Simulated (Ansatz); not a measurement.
## Molecular dynamics of Cl3FH2NTa

Input:

```yaml
crystal:
  periodic: [false, false, false]
  atoms:
    - { symbol: Ta, position_ang: [-0.013989, -0.002151, -0.040176] }
    - { symbol: "N", position_ang: [1.952089, -8.6e-05, -0.021891] }
    - { symbol: H, position_ang: [2.482203, -0.040624, 0.85613] }
    - { symbol: H, position_ang: [2.554864, 0.039612, -0.848857] }
    - { symbol: F, position_ang: [0.203995, -0.091309, 1.845076] }
    - { symbol: Cl, position_ang: [0.170571, 0.107131, -2.380561] }
    - { symbol: Cl, position_ang: [-1.141624, 2.019621, 0.120059] }
    - { symbol: Cl, position_ang: [-1.138108, -2.032195, -0.06978] }
basis:
  gaussian: { orbitals: def2-SVP }
hamiltonian:
  xc: pbe
md:
  timestep: 0.5
  n_steps: 250
  ensemble: nve
  temperature: 200.0
  initial_velocities: maxwell_boltzmann
  seed: 353940
  masses: [{ species: H, mass: 3.016 }]
```

Run as:

```bash
$ ansatz run input.yaml --threads 4 --pin off --max-ram 5120MiB --backend cpu --events-out ev --progress --plain --runs-dir out
```

It starts from a relaxed structure.

Output, in part (one step line in 3, the closing report, with atoms numbered from 0):

```
md step     0: t =     0.00 fs  T =   200.0 K  F+E_penalty+E_count = -43333.60639532 eV  E_kin = 0.155112 eV  conserved = -43333.45128332 eV  (30 SCF iters)
md step     3: t =     1.50 fs  T =   194.6 K  F+E_penalty+E_count = -43333.60214732 eV  E_kin = 0.150885 eV  conserved = -43333.45126196 eV  (33 SCF iters)
md step     6: t =     3.00 fs  T =   181.9 K  F+E_penalty+E_count = -43333.59232534 eV  E_kin = 0.141104 eV  conserved = -43333.45122141 eV  (33 SCF iters)
md step     9: t =     4.50 fs  T =   168.8 K  F+E_penalty+E_count = -43333.58215729 eV  E_kin = 0.130943 eV  conserved = -43333.45121401 eV  (33 SCF iters)
md step    12: t =     6.00 fs  T =   156.7 K  F+E_penalty+E_count = -43333.57273897 eV  E_kin = 0.121500 eV  conserved = -43333.45123935 eV  (33 SCF iters)
md step    15: t =     7.50 fs  T =   141.6 K  F+E_penalty+E_count = -43333.56104135 eV  E_kin = 0.109793 eV  conserved = -43333.45124825 eV  (33 SCF iters)
md step    18: t =     9.00 fs  T =   122.3 K  F+E_penalty+E_count = -43333.54606186 eV  E_kin = 0.094846 eV  conserved = -43333.45121581 eV  (32 SCF iters)
md step    21: t =    10.50 fs  T =   104.2 K  F+E_penalty+E_count = -43333.53197731 eV  E_kin = 0.080801 eV  conserved = -43333.45117588 eV  (33 SCF iters)
md step    24: t =    12.00 fs  T =    93.8 K  F+E_penalty+E_count = -43333.52388666 eV  E_kin = 0.072711 eV  conserved = -43333.45117587 eV  (33 SCF iters)
md step    27: t =    13.50 fs  T =    91.0 K  F+E_penalty+E_count = -43333.52182700 eV  E_kin = 0.070614 eV  conserved = -43333.45121262 eV  (33 SCF iters)
md step    30: t =    15.00 fs  T =    90.2 K  F+E_penalty+E_count = -43333.52121993 eV  E_kin = 0.069986 eV  conserved = -43333.45123441 eV  (33 SCF iters)
md step    33: t =    16.50 fs  T =    87.8 K  F+E_penalty+E_count = -43333.51932109 eV  E_kin = 0.068107 eV  conserved = -43333.45121373 eV  (33 SCF iters)
md step    36: t =    18.00 fs  T =    87.0 K  F+E_penalty+E_count = -43333.51869538 eV  E_kin = 0.067509 eV  conserved = -43333.45118649 eV  (33 SCF iters)
md step    39: t =    19.50 fs  T =    92.1 K  F+E_penalty+E_count = -43333.52265512 eV  E_kin = 0.071454 eV  conserved = -43333.45120088 eV  (33 SCF iters)
md step    42: t =    21.00 fs  T =   100.6 K  F+E_penalty+E_count = -43333.52930231 eV  E_kin = 0.078059 eV  conserved = -43333.45124301 eV  (33 SCF iters)
md step    45: t =    22.50 fs  T =   105.7 K  F+E_penalty+E_count = -43333.53323657 eV  E_kin = 0.081979 eV  conserved = -43333.45125791 eV  (33 SCF iters)
md step    48: t =    24.00 fs  T =   104.8 K  F+E_penalty+E_count = -43333.53247551 eV  E_kin = 0.081247 eV  conserved = -43333.45122849 eV  (33 SCF iters)
md step    51: t =    25.50 fs  T =   102.5 K  F+E_penalty+E_count = -43333.53065667 eV  E_kin = 0.079460 eV  conserved = -43333.45119713 eV  (33 SCF iters)
md step    54: t =    27.00 fs  T =   103.8 K  F+E_penalty+E_count = -43333.53172344 eV  E_kin = 0.080517 eV  conserved = -43333.45120621 eV  (33 SCF iters)
md step    57: t =    28.50 fs  T =   107.4 K  F+E_penalty+E_count = -43333.53452963 eV  E_kin = 0.083288 eV  conserved = -43333.45124151 eV  (34 SCF iters)
md step    60: t =    30.00 fs  T =   107.5 K  F+E_penalty+E_count = -43333.53464158 eV  E_kin = 0.083389 eV  conserved = -43333.45125228 eV  (34 SCF iters)
md step    63: t =    31.50 fs  T =   102.6 K  F+E_penalty+E_count = -43333.53076178 eV  E_kin = 0.079541 eV  conserved = -43333.45122083 eV  (34 SCF iters)
md step    66: t =    33.00 fs  T =    97.7 K  F+E_penalty+E_count = -43333.52696785 eV  E_kin = 0.075780 eV  conserved = -43333.45118748 eV  (33 SCF iters)
md step    69: t =    34.50 fs  T =    98.4 K  F+E_penalty+E_count = -43333.52752531 eV  E_kin = 0.076329 eV  conserved = -43333.45119658 eV  (33 SCF iters)
md step    72: t =    36.00 fs  T =   103.3 K  F+E_penalty+E_count = -43333.53131623 eV  E_kin = 0.080084 eV  conserved = -43333.45123223 eV  (33 SCF iters)
md step    75: t =    37.50 fs  T =   106.5 K  F+E_penalty+E_count = -43333.53381141 eV  E_kin = 0.082569 eV  conserved = -43333.45124249 eV  (33 SCF iters)
md step    78: t =    39.00 fs  T =   106.2 K  F+E_penalty+E_count = -43333.53359496 eV  E_kin = 0.082381 eV  conserved = -43333.45121400 eV  (32 SCF iters)
md step    81: t =    40.50 fs  T =   107.0 K  F+E_penalty+E_count = -43333.53417962 eV  E_kin = 0.082993 eV  conserved = -43333.45118647 eV  (33 SCF iters)
md step    84: t =    42.00 fs  T =   113.2 K  F+E_penalty+E_count = -43333.53902221 eV  E_kin = 0.087825 eV  conserved = -43333.45119736 eV  (33 SCF iters)
md step    87: t =    43.50 fs  T =   123.2 K  F+E_penalty+E_count = -43333.54674857 eV  E_kin = 0.095515 eV  conserved = -43333.45123342 eV  (33 SCF iters)
md step    90: t =    45.00 fs  T =   130.9 K  F+E_penalty+E_count = -43333.55278118 eV  E_kin = 0.101531 eV  conserved = -43333.45125034 eV  (33 SCF iters)
md step    93: t =    46.50 fs  T =   133.8 K  F+E_penalty+E_count = -43333.55497028 eV  E_kin = 0.103740 eV  conserved = -43333.45123030 eV  (33 SCF iters)
md step    96: t =    48.00 fs  T =   134.9 K  F+E_penalty+E_count = -43333.55583245 eV  E_kin = 0.104626 eV  conserved = -43333.45120621 eV  (33 SCF iters)
md step    99: t =    49.50 fs  T =   138.1 K  F+E_penalty+E_count = -43333.55830838 eV  E_kin = 0.107089 eV  conserved = -43333.45121924 eV  (33 SCF iters)
md step   102: t =    51.00 fs  T =   141.1 K  F+E_penalty+E_count = -43333.56066624 eV  E_kin = 0.109409 eV  conserved = -43333.45125679 eV  (33 SCF iters)
md step   105: t =    52.50 fs  T =   137.8 K  F+E_penalty+E_count = -43333.55813046 eV  E_kin = 0.106863 eV  conserved = -43333.45126774 eV  (33 SCF iters)
md step   108: t =    54.00 fs  T =   126.5 K  F+E_penalty+E_count = -43333.54931129 eV  E_kin = 0.098075 eV  conserved = -43333.45123581 eV  (33 SCF iters)
md step   111: t =    55.50 fs  T =   112.2 K  F+E_penalty+E_count = -43333.53823821 eV  E_kin = 0.087036 eV  conserved = -43333.45120249 eV  (33 SCF iters)
md step   114: t =    57.00 fs  T =   100.6 K  F+E_penalty+E_count = -43333.52921666 eV  E_kin = 0.078010 eV  conserved = -43333.45120636 eV  (33 SCF iters)
md step   117: t =    58.50 fs  T =    91.1 K  F+E_penalty+E_count = -43333.52188158 eV  E_kin = 0.070649 eV  conserved = -43333.45123258 eV  (33 SCF iters)
md step   120: t =    60.00 fs  T =    79.8 K  F+E_penalty+E_count = -43333.51309069 eV  E_kin = 0.061855 eV  conserved = -43333.45123570 eV  (33 SCF iters)
md step   123: t =    61.50 fs  T =    66.3 K  F+E_penalty+E_count = -43333.50264504 eV  E_kin = 0.051443 eV  conserved = -43333.45120238 eV  (33 SCF iters)
md step   126: t =    63.00 fs  T =    56.4 K  F+E_penalty+E_count = -43333.49492197 eV  E_kin = 0.043751 eV  conserved = -43333.45117147 eV  (33 SCF iters)
md step   129: t =    64.50 fs  T =    55.0 K  F+E_penalty+E_count = -43333.49384227 eV  E_kin = 0.042657 eV  conserved = -43333.45118511 eV  (33 SCF iters)
md step   132: t =    66.00 fs  T =    59.8 K  F+E_penalty+E_count = -43333.49762856 eV  E_kin = 0.046403 eV  conserved = -43333.45122592 eV  (33 SCF iters)
md step   135: t =    67.50 fs  T =    64.3 K  F+E_penalty+E_count = -43333.50107748 eV  E_kin = 0.049839 eV  conserved = -43333.45123841 eV  (33 SCF iters)
md step   138: t =    69.00 fs  T =    66.1 K  F+E_penalty+E_count = -43333.50248778 eV  E_kin = 0.051276 eV  conserved = -43333.45121131 eV  (32 SCF iters)
md step   141: t =    70.50 fs  T =    69.5 K  F+E_penalty+E_count = -43333.50511314 eV  E_kin = 0.053921 eV  conserved = -43333.45119213 eV  (33 SCF iters)
md step   144: t =    72.00 fs  T =    77.4 K  F+E_penalty+E_count = -43333.51126103 eV  E_kin = 0.060047 eV  conserved = -43333.45121408 eV  (33 SCF iters)
md step   147: t =    73.50 fs  T =    86.2 K  F+E_penalty+E_count = -43333.51810228 eV  E_kin = 0.066853 eV  conserved = -43333.45124960 eV  (33 SCF iters)
md step   150: t =    75.00 fs  T =    90.0 K  F+E_penalty+E_count = -43333.52104298 eV  E_kin = 0.069789 eV  conserved = -43333.45125418 eV  (33 SCF iters)
md step   153: t =    76.50 fs  T =    87.9 K  F+E_penalty+E_count = -43333.51941989 eV  E_kin = 0.068195 eV  conserved = -43333.45122440 eV  (33 SCF iters)
md step   156: t =    78.00 fs  T =    84.8 K  F+E_penalty+E_count = -43333.51697516 eV  E_kin = 0.065775 eV  conserved = -43333.45120040 eV  (33 SCF iters)
md step   159: t =    79.50 fs  T =    84.4 K  F+E_penalty+E_count = -43333.51670672 eV  E_kin = 0.065492 eV  conserved = -43333.45121467 eV  (33 SCF iters)
md step   162: t =    81.00 fs  T =    84.5 K  F+E_penalty+E_count = -43333.51681807 eV  E_kin = 0.065573 eV  conserved = -43333.45124519 eV  (33 SCF iters)
md step   165: t =    82.50 fs  T =    80.4 K  F+E_penalty+E_count = -43333.51359573 eV  E_kin = 0.062353 eV  conserved = -43333.45124269 eV  (34 SCF iters)
md step   168: t =    84.00 fs  T =    72.5 K  F+E_penalty+E_count = -43333.50745944 eV  E_kin = 0.056254 eV  conserved = -43333.45120536 eV  (34 SCF iters)
md step   171: t =    85.50 fs  T =    67.0 K  F+E_penalty+E_count = -43333.50315356 eV  E_kin = 0.051970 eV  conserved = -43333.45118331 eV  (33 SCF iters)
md step   174: t =    87.00 fs  T =    67.5 K  F+E_penalty+E_count = -43333.50352634 eV  E_kin = 0.052323 eV  conserved = -43333.45120327 eV  (33 SCF iters)
md step   177: t =    88.50 fs  T =    70.8 K  F+E_penalty+E_count = -43333.50615420 eV  E_kin = 0.054923 eV  conserved = -43333.45123166 eV  (33 SCF iters)
md step   180: t =    90.00 fs  T =    72.5 K  F+E_penalty+E_count = -43333.50743149 eV  E_kin = 0.056203 eV  conserved = -43333.45122822 eV  (33 SCF iters)
md step   183: t =    91.50 fs  T =    72.9 K  F+E_penalty+E_count = -43333.50775397 eV  E_kin = 0.056556 eV  conserved = -43333.45119809 eV  (33 SCF iters)
md step   186: t =    93.00 fs  T =    77.0 K  F+E_penalty+E_count = -43333.51092439 eV  E_kin = 0.059742 eV  conserved = -43333.45118243 eV  (33 SCF iters)
md step   189: t =    94.50 fs  T =    87.2 K  F+E_penalty+E_count = -43333.51885750 eV  E_kin = 0.067651 eV  conserved = -43333.45120656 eV  (33 SCF iters)
md step   192: t =    96.00 fs  T =    99.5 K  F+E_penalty+E_count = -43333.52840656 eV  E_kin = 0.077163 eV  conserved = -43333.45124359 eV  (33 SCF iters)
md step   195: t =    97.50 fs  T =   107.8 K  F+E_penalty+E_count = -43333.53483181 eV  E_kin = 0.083585 eV  conserved = -43333.45124718 eV  (33 SCF iters)
md step   198: t =    99.00 fs  T =   111.4 K  F+E_penalty+E_count = -43333.53761464 eV  E_kin = 0.086396 eV  conserved = -43333.45121823 eV  (32 SCF iters)
md step   201: t =   100.50 fs  T =   114.9 K  F+E_penalty+E_count = -43333.54029764 eV  E_kin = 0.089091 eV  conserved = -43333.45120645 eV  (33 SCF iters)
md step   204: t =   102.00 fs  T =   120.0 K  F+E_penalty+E_count = -43333.54433387 eV  E_kin = 0.093099 eV  conserved = -43333.45123459 eV  (33 SCF iters)
md step   207: t =   103.50 fs  T =   122.5 K  F+E_penalty+E_count = -43333.54624725 eV  E_kin = 0.094983 eV  conserved = -43333.45126465 eV  (33 SCF iters)
md step   210: t =   105.00 fs  T =   117.4 K  F+E_penalty+E_count = -43333.54228802 eV  E_kin = 0.091031 eV  conserved = -43333.45125652 eV  (33 SCF iters)
md step   213: t =   106.50 fs  T =   106.1 K  F+E_penalty+E_count = -43333.53353025 eV  E_kin = 0.082310 eV  conserved = -43333.45122030 eV  (33 SCF iters)
md step   216: t =   108.00 fs  T =    94.7 K  F+E_penalty+E_count = -43333.52467870 eV  E_kin = 0.073480 eV  conserved = -43333.45119883 eV  (33 SCF iters)
md step   219: t =   109.50 fs  T =    86.8 K  F+E_penalty+E_count = -43333.51853517 eV  E_kin = 0.067320 eV  conserved = -43333.45121497 eV  (33 SCF iters)
md step   222: t =   111.00 fs  T =    79.8 K  F+E_penalty+E_count = -43333.51311283 eV  E_kin = 0.061872 eV  conserved = -43333.45124105 eV  (33 SCF iters)
md step   225: t =   112.50 fs  T =    69.6 K  F+E_penalty+E_count = -43333.50524671 eV  E_kin = 0.054014 eV  conserved = -43333.45123240 eV  (33 SCF iters)
md step   228: t =   114.00 fs  T =    58.0 K  F+E_penalty+E_count = -43333.49619171 eV  E_kin = 0.045000 eV  conserved = -43333.45119189 eV  (34 SCF iters)
md step   231: t =   115.50 fs  T =    51.5 K  F+E_penalty+E_count = -43333.49111770 eV  E_kin = 0.039945 eV  conserved = -43333.45117302 eV  (33 SCF iters)
md step   234: t =   117.00 fs  T =    53.1 K  F+E_penalty+E_count = -43333.49241786 eV  E_kin = 0.041216 eV  conserved = -43333.45120176 eV  (34 SCF iters)
md step   237: t =   118.50 fs  T =    58.3 K  F+E_penalty+E_count = -43333.49646712 eV  E_kin = 0.045230 eV  conserved = -43333.45123757 eV  (34 SCF iters)
md step   240: t =   120.00 fs  T =    61.1 K  F+E_penalty+E_count = -43333.49863087 eV  E_kin = 0.047395 eV  conserved = -43333.45123583 eV  (33 SCF iters)
md step   243: t =   121.50 fs  T =    61.6 K  F+E_penalty+E_count = -43333.49899082 eV  E_kin = 0.047785 eV  conserved = -43333.45120626 eV  (33 SCF iters)
md step   246: t =   123.00 fs  T =    64.5 K  F+E_penalty+E_count = -43333.50121377 eV  E_kin = 0.050020 eV  conserved = -43333.45119391 eV  (33 SCF iters)
md step   249: t =   124.50 fs  T =    71.6 K  F+E_penalty+E_count = -43333.50677334 eV  E_kin = 0.055553 eV  conserved = -43333.45122040 eV  (33 SCF iters)
md step   250: t =   125.00 fs  T =    74.3 K  F+E_penalty+E_count = -43333.50886433 eV  E_kin = 0.057631 eV  conserved = -43333.45123356 eV  (32 SCF iters)
Total energy: -43333.50892692 eV, -1592.4770805570 hartree
Atom 0 at    -0.000924    -0.012146    -0.043451 Å, force    -0.642379     0.163686    -0.460941 eV/Å
Atom 1 at     1.944223    -0.320549    -0.059618 Å, force     0.032937     0.488985    -0.200453 eV/Å
Atom 2 at     2.395211    -0.180560     0.846607 Å, force     0.374130    -0.142118     0.172281 eV/Å
Atom 3 at     2.593723    -0.206801    -0.855173 Å, force    -0.242358    -0.135645     0.292108 eV/Å
Atom 4 at     0.225226     0.089308     1.828120 Å, force     0.169736    -0.031908     0.275930 eV/Å
Atom 5 at     0.200859     0.239793    -2.370199 Å, force    -0.032168    -0.038105     0.023056 eV/Å
Atom 6 at    -1.258491     1.998792     0.104863 Å, force     0.333772    -0.410405    -0.066916 eV/Å
Atom 7 at    -1.122391    -2.030314    -0.022888 Å, force     0.006331     0.105510    -0.035065 eV/Å
Dipole moment:     0.588820    -0.092747     0.031030 e Å
```

The run went to its last step. The conserved energy stayed within 0.015 meV per atom of its start (net change 0.0061 meV per atom), so the integration is sound. A run of 0.12 ps of so small a system gives no equilibrium averages.

The same pairs are bonded in the first frame and the last. Pairs count as bonded within 1.25 times the sum of covalent radii (0.12 Å more for H–H).

Last frame:

```xyz
8
Properties=species:S:1:pos:R:3
Ta -0.001 -0.012 -0.043
N 1.944 -0.321 -0.060
H 2.395 -0.181 0.847
H 2.594 -0.207 -0.855
F 0.225 0.089 1.828
Cl 0.201 0.240 -2.370
Cl -1.258 1.999 0.105
Cl -1.122 -2.030 -0.023
```

Time of the run: 6.8 min on 4 threads of Arm Neoverse V2, with other jobs on the host, peak memory 0.19 GiB.
